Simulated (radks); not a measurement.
Values are calculated unless marked as measured or tabulated.
Eu+, 62 electrons, occupied as [Xe] 4f6 6s1 6p1 (not the ground configuration). Level of theory: scalar-relativistic Kohn-Sham, r2SCAN, spin-polarised, spherical densities, finite nucleus; open shells are filled with parallel spins first (spin-orbit coupling, left out, can overturn this in heavy ions); meta-GGA in the generalised Kohn-Sham scheme; Fermi nuclear charge, rms radius 5.1115 fm (a radial shooting solver on a logarithmic mesh with Libxc functionals). Some entries of the table are withheld. Estimate them.

orbital  occ.  eigenvalue (hartree)  r(max) (bohr)  <r^2> (bohr^2)
1s up       1             -1780.588        0.01420       0.0006795
1s down     1             -1780.587        0.01420       0.0006795
2s down     1             -293.6611        0.08052         0.01068
2s up       1             -293.6608        0.08052         0.01068
2p up       3             -261.5821        0.06514        0.008595
2p down     3             -261.5815        0.06514        0.008595
3s up       1             -65.43496         0.2286         0.07102
3s down     1             -65.33429         0.2285         0.07088
3p up       3             -55.39862         0.2243         0.07124
3p down     3             -55.29768         0.2242         0.07107
3d up       5             -41.96977         0.1841         0.06014
3d down     5             -41.89090         0.1839         0.05993
4s up       1             -13.71145         0.5274          0.3611
4s down     1             -13.46301         0.5271          0.3609
4p up       3             -10.38904         0.5503          0.4072
4p down     3             -10.13880         0.5498          0.4071
4d up       5              -5.74118         0.5728          0.4925
4d down     5              -5.48806         0.5723          0.4944
5s up       1              -2.22344          1.216           2.030
5s down     1              -2.09961          1.235           2.136
5p up       3              -1.38885          1.366           2.735
5p down     3              -1.30045          1.395           2.857
4f up       6              -0.73618         0.5853          0.9750
4f down     0              -0.50481         0.5881           1.113
6s up       1              -0.42110          3.211           14.32
6p up       1                   (1)          3.859           20.56

Answer. 
(1) 6p up eigenvalue (hartree): -0.27379
